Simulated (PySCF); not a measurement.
Isomers of C8H13FO, one GFN2-xTB conformer each. Single-point energies are computed at PBE0/pcSseg-1 (PySCF, gas phase, no added dispersion term), electronic only.

```tsv
SMILES	GFN2-xTB relative energy (kcal/mol)
CC(C)[C@@]1(C)C[C@H]1C(=O)F	0.0
C=C[C@@H](C)C(C)(C)C(=O)F	10.2
OC[C@@H]1[C@H]2CC[C@@H]1[C@H]2CF	11.9
CC/C=C(\C(=O)F)C(C)C	4.8
CO[C@@]12CCCC[C@]1(F)C2	3.6
```

Conformers: `[CH3:1][CH:2]([CH3:3])[C@@:4]1([CH3:5])[CH2:6][C@H:7]1[C:8](=[O:9])[F:10]` with C1–C2–C4–C5 -58°, C6–C7–C8–O9 -163°; `[CH2:1]=[CH:2][C@@H:3]([CH3:4])[C:5]([CH3:6])([CH3:7])[C:8](=[O:9])[F:10]` with C1–C2–C3–C4 131°, C2–C3–C5–C6 -57°, C3–C5–C8–O9 125°; `[OH:1][CH2:2][C@@H:3]1[C@H:4]2[CH2:5][CH2:6][C@@H:7]1[C@H:8]2[CH2:9][F:10]` with H–O1–C2–C3 58°, O1–C2–C3–C4 -168°, C7–C8–C9–F10 -147°; `[CH3:1][CH2:2]/[CH:3]=[C:4](\[C:5](=[O:6])[F:7])[CH:8]([CH3:9])[CH3:10]` with C1–C2–C3–C4 178°, C3–C4–C5–O6 0°, C3–C4–C8–C9 25°; `[CH3:1][O:2][C@@:3]12[CH2:4][CH2:5][CH2:6][CH2:7][C@:8]1([F:9])[CH2:10]2` with C1–O2–C3–C4 -77°, O2–C3–C4–C5 128°, C3–C4–C5–C6 52°, C4–C5–C6–C7 -68°, C5–C6–C7–C8 49°.

Problem. What does PBE0/pcSseg-1 give for the same structures?

Solution. 
| SMILES | PBE0/pcSseg-1 E (Eh) | PBE0/pcSseg-1 (kcal/mol) | GFN2-xTB (kcal/mol) | point group |
| --- | --- | --- | --- | --- |
| CC/C=C(\C(=O)F)C(C)C | -487.14056 | 0.0 | 4.8 | C1 |
| CC(C)[C@@]1(C)C[C@H]1C(=O)F | -487.13947 | 0.7 | 0.0 | C1 |
| C=C[C@@H](C)C(C)(C)C(=O)F | -487.13434 | 3.9 | 10.2 | C1 |
| CO[C@@]12CCCC[C@]1(F)C2 | -487.09833 | 26.5 | 3.6 | C1 |
| OC[C@@H]1[C@H]2CC[C@@H]1[C@H]2CF | -487.08210 | 36.7 | 11.9 | C1 |

GFN2-xTB puts CC(C)[C@@]1(C)C[C@H]1C(=O)F lowest instead; measured from each level's own lowest isomer, the values differ by up to 24.8 kcal/mol (OC[C@@H]1[C@H]2CC[C@@H]1[C@H]2CF: 11.9 against 36.7). As drawn, the lowest has a C=O bond and a C=C bond outside aromatic rings, which the highest lacks; the highest has a four-membered ring and an O–H bond, which the lowest lacks. Neighbours under 2.5 kcal/mol apart (CC/C=C(\C(=O)F)C(C)C and CC(C)[C@@]1(C)C[C@H]1C(=O)F) can change places with a better method, another conformer or zero-point energy.

Problem. Which frontier levels, dipoles and rotational constants go with these structures?

Solution. 
```tsv
SMILES	HOMO (eV, PBE0/pcSseg-1)	LUMO (eV)	dipole (D)	A, B, C (MHz)
CC/C=C(\C(=O)F)C(C)C	-7.77	-1.70	3.40	1509, 998.9, 666.9
CC(C)[C@@]1(C)C[C@H]1C(=O)F	-8.26	-0.41	3.82	1913, 986.6, 883.2
C=C[C@@H](C)C(C)(C)C(=O)F	-7.85	-0.43	3.08	1975, 952.0, 919.2
CO[C@@]12CCCC[C@]1(F)C2	-6.99	1.34	2.34	1819, 1309, 1015
OC[C@@H]1[C@H]2CC[C@@H]1[C@H]2CF	-7.82	1.22	2.34	1554, 1101, 758.9
```
